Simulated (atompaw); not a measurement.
## Reading a pseudo-wave (Te (Z = 52))

Columns: radius, all-electron u(r) and pseudo u(r) of the 4p shell (level -114.41 eV) of tellurium in the configuration [Ar] 3d10 4s2 4p6 4d10 5s2 5p4; PBE, scalar-relativistic, PAW (atompaw) scheme, atompaw 4.2.0.5.

```json
{"r (bohr)": "0.062", "all-electron": "0.4714", "pseudo": "0.0331"}
{"r (bohr)": "0.123", "all-electron": "0.0018", "pseudo": "0.1270"}
{"r (bohr)": "0.185", "all-electron": "-0.5608", "pseudo": "0.2746"}
{"r (bohr)": "0.246", "all-electron": "-0.7061", "pseudo": "0.4562"}
{"r (bohr)": "0.308", "all-electron": "-0.4919", "pseudo": "0.6591"}
{"r (bohr)": "0.369", "all-electron": "-0.1042", "pseudo": "0.8578"}
{"r (bohr)": "0.431", "all-electron": "0.3210", "pseudo": "1.0407"}
{"r (bohr)": "0.492", "all-electron": "0.6859", "pseudo": "1.1876"}
{"r (bohr)": "0.554", "all-electron": "0.9669", "pseudo": "1.2937"}
{"r (bohr)": "0.615", "all-electron": "1.1487", "pseudo": "1.3516"}
{"r (bohr)": "0.677", "all-electron": "1.2473", "pseudo": "1.3649"}
{"r (bohr)": "0.738", "all-electron": "1.2755", "pseudo": "1.3389"}
{"r (bohr)": "0.800", "all-electron": "1.2522", "pseudo": "1.2817"}
{"r (bohr)": "0.862", "all-electron": "1.1929", "pseudo": "1.2033"}
{"r (bohr)": "0.923", "all-electron": "1.1124", "pseudo": "1.1145"}
{"r (bohr)": "0.985", "all-electron": "1.0183", "pseudo": "1.0183"}
{"r (bohr)": "1.046", "all-electron": "0.9211", "pseudo": "0.9211"}
{"r (bohr)": "1.108", "all-electron": "0.8227", "pseudo": "0.8227"}
{"r (bohr)": "1.169", "all-electron": "0.7296", "pseudo": "0.7296"}
{"r (bohr)": "1.231", "all-electron": "0.6412", "pseudo": "0.6412"}
{"r (bohr)": "1.292", "all-electron": "0.5612", "pseudo": "0.5612"}
{"r (bohr)": "1.354", "all-electron": "0.4877", "pseudo": "0.4877"}
{"r (bohr)": "1.415", "all-electron": "0.4230", "pseudo": "0.4230"}
{"r (bohr)": "1.477", "all-electron": "0.3647", "pseudo": "0.3647"}
{"r (bohr)": "1.538", "all-electron": "0.3142", "pseudo": "0.3142"}
{"r (bohr)": "1.600", "all-electron": "0.2694", "pseudo": "0.2694"}
```

Question: How many radial nodes do the two functions have?

Answer: The all-electron 4p function has n − l − 1 = 2; the pseudo-wave has 0, since the states of the same l below it are removed with the core.

Question: At about which radius was the pseudo-wave matched?

Answer: 1.00 bohr, where the columns begin to agree (steps of 0.06 bohr).

Question: Where does each function peak?

Answer: Outermost all-electron maximum near 0.74 bohr, pseudo maximum near 0.68 bohr (to the table’s step).

Question: Is the pseudo-wave norm-conserving?

Answer: No, it belongs to a PAW set: the norm inside the radius is not constrained, and the difference is carried by the augmentation charge.
